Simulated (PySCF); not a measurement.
# Electron correlation in O (oxygen, neutral)

[He] 2s2 2p4, high-spin 3P determinant. Calculation: PySCF 2.14, in dyall-acv3z (15s9p4d2f, 76 functions); no relativity, point nucleus. Frozen: 1s2; 6 electrons correlated; the 19 highest virtual orbitals of each spin left out.

```csv
level,correlation energy (mhartree)
CCSD,-166.98
(T),-3.60
CCSD(T),-170.58
```

Diagnostics: T1 = 0.0077, D1 = 0.0126, largest double amplitude 0.026.

Is a single reference adequate?

Yes: T1 lies below 0.03 and no double amplitude reaches 0.07.
